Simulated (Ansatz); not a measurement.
One change: `B[C](F)(Cl)[GeH3]` becomes `BC(C)(F)Cl`.

Ansatz, PBE0-D4/def2-TZVP geometries, multiplicity 1. 

Scalar relativity is left out up to krypton.

| property | `B[C](F)(Cl)[GeH3]` |
| --- | --- |
| HOMO energy (PBE0/def2-TZVPP) / eV | -8.50 |
| size of the dipole moment (ωB97M-V/def2-TZVPP) / D | 1.74 |
| size of the dipole moment (PBE/def2-TZVPP) / D | 1.56 |
| HOMO energy (ωB97M-V/def2-TZVPP) / eV | -10.74 |
| HOMO–LUMO gap (PBE0/def2-TZVPP) / eV | 7.53 |
| HOMO–LUMO gap (ωB97M-V/def2-TZVPP) / eV | 11.80 |

Q: Give the same properties after the change, and the shifts. (Estimate.)

A: The calculation gave: 
```json
{"property": "HOMO energy (PBE0/def2-TZVPP) / eV", "`BC(C)(F)Cl`": "-8.85", "shift": "-0.35"}
{"property": "size of the dipole moment (ωB97M-V/def2-TZVPP) / D", "`BC(C)(F)Cl`": "2.17", "shift": "0.43"}
{"property": "size of the dipole moment (PBE/def2-TZVPP) / D", "`BC(C)(F)Cl`": "2.13", "shift": "0.57"}
{"property": "HOMO energy (ωB97M-V/def2-TZVPP) / eV", "`BC(C)(F)Cl`": "-11.14", "shift": "-0.40"}
{"property": "HOMO–LUMO gap (PBE0/def2-TZVPP) / eV", "`BC(C)(F)Cl`": "7.98", "shift": "0.45"}
{"property": "HOMO–LUMO gap (ωB97M-V/def2-TZVPP) / eV", "`BC(C)(F)Cl`": "12.38", "shift": "0.58"}
```

With PBE0 the HOMO falls by 0.35 eV and the LUMO rises by 0.11 eV, so the gap widens by about 0.46 eV. PBE moves the HOMO by -0.28 eV and ωB97M-V by -0.40 eV. Dipoles are sizes alone; their direction can turn.
